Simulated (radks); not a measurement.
Excited configurations of the rubidium ion Rb19+: one electron is placed in a higher orbital outside [Ne] 3s2 3p5. The ground configuration is [Ar]. All-electron calculation, Dirac Kohn-Sham, BLYP, spin-unpolarised, spherical densities, finite nucleus; open shells are shared between the two j in proportion to 2j + 1; Fermi nuclear charge, rms radius 4.2036 fm. Program: a radial shooting solver on a logarithmic mesh with Libxc functionals. Excitation = E - E(ground); binding = E(ion) - E, where the ion is the core of charge +20; n* = 20/sqrt(2 binding) in atomic units. These energies are relativistic, and a one-electron ion of charge +20 with no core already has n* below n in this formula (Dirac formula, point nucleus, mean over j: 3d 2.998, 4s 3.991, 4p 3.995, 4d 3.998, 4f 3.999, 5p 4.994, 5d 4.997, 6f 5.998, 7s 6.990, 7p 6.994, 7f 6.998). The quantum defect is therefore taken as that value minus n*, so that it holds no relativistic shift of the bare ion. Eigenvalue and <r> are those of j = l + 1/2.

outer orbital  excitation (eV)  binding (eV)     n*  quantum defect  <r> (bohr)
3d                      106.09        757.19  2.681           0.317      0.4090
4s                      403.46        459.82  3.440           0.551      0.8987
4p                      431.36        431.92  3.550           0.445      0.9128
4d                      470.88        392.40  3.724           0.274      0.9016
4f                      504.35        358.93  3.894           0.105      0.8274
5p                      600.99        262.29  4.555           0.439       1.523
5d                      619.60        243.67  4.726           0.271       1.536
6f                      705.25        158.03  5.868           0.130       2.293
7s                      732.05        131.23  6.440           0.551       3.136
7p                      736.51        126.77  6.552           0.442       3.205
7f                      747.46        115.82  6.855           0.143       3.252

The Delta-SCF ionisation energy is 863.28 eV (NIST Atomic Spectra Database: 857 eV, semi-empirical). Self-interaction in the functional shifts the binding energies and quantum defects, so they are the method's values and not measured ones. Spin polarisation and multiplet splitting are left out, so open shells lie too high by an amount that depends on their filling. Sharing an open shell by 2j + 1 raises it above the true ground level by a part of the spin-orbit splitting, which enters the differences from NIST.

Beside tabulated values, note that spin-unpolarised runs miss the spin-polarisation part of the exchange energy of open shells.
